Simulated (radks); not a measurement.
Values are calculated unless marked as measured or tabulated.
Fractional charge and spin in the 4p shell of strontium: the spin-up occupation runs from 2 to 3 and the spin-down occupation from 2 to 3; the fullest corner is Sr, [Ar] 3d10 4s2 5s2 4p(up 3, down 3). Code: a radial shooting solver on a logarithmic mesh with Libxc functionals. Model: scalar-relativistic Kohn-Sham, PBEsol, spin-polarised, spherical densities, point nucleus. Energy (eV) minus the two flat planes that join the four corners (they meet along the diagonal where the two added fractions sum to one electron); zero is where a piecewise linear energy would lie.

\begin{tabular}{lrrr}
down \ up & 2 & 2.5 & 3 \\ \hline
2 & 0.000 & -1.517 & 0.000 \\
2.5 & -1.517 & 0.253 & -1.345 \\
3 & 0.000 & -1.345 & 0.000 \\
\end{tabular}

Corners above the fullest one (they belong to Sr+ and the next ion): (up 3, down 2) 28.047 eV, (up 2, down 3) 28.047 eV, (up 2, down 2) 68.583 eV. With half an added electron in each spin the energy lies 0.253 eV from the planes, and with half an added electron in spin up alone -1.517 eV. The planes are only a guide here: the flat-plane condition holds for ground states with one frontier orbital, while this shell lies below other occupied shells, so the corners above the fullest one are inner-hole states and not the ground states of those ions.
